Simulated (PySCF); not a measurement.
Compounds:
1. `C=CC(=C)O[Si](C)(C)C`, C7H14OSi
2. SMILES C1(CC)=COCCO1, C6H10O2
3. SMILES CC(C)O/C=C\C=O, C6H10O2
4. SMILES C=C/C(=C\CO[SiH3])CC, C7H14OSi
5. SMILES c1c(O[SiH3])coc1, C4H6O2Si
6. `C[Si@H]1C=CC(=O)O1`, C4H6O2Si

PySCF 2.14 calculation with GIAO PBE0/pcSseg-1 shieldings and geometry from GFN2-xTB; fast rotation and ring inversion assumed for equivalent nuclei, one conformer, in vacuum, non-relativistic Hamiltonian.

Scale: TMS for ¹H and ¹³C (reference shieldings calculated alike). Shifts are as computed. Against solution values, carbons near 30 ppm lie about +3 ppm off and those near 130 ppm about +5 ppm. Of 1211 compounds with measured shifts, 218 miss one by over three times the rms of a fit or turn the order of signals round; such compounds aren't used in these exercises.

(1) Which show a ¹H signal above 9 ppm from a carbon-bound hydrogen?

(2) Which show a ¹³C signal above 185 ppm?

(3) Which show a ¹³C signal below 10 ppm?

(4) Which give exactly 7 ¹³C signals?

## Answers

(1) 3 (10.43: hydrogen on an aldehyde carbonyl carbon).

(2) 3 (190.7: aldehyde carbonyl carbon).

(3) 1 (1.0: methyl carbon bonded to Si); 6 (-1.1: methyl carbon bonded to Si).

(4) 4 (δ 144.5, 142.5, 138.8, 119.4, 66.8, 30.7, 19.0).
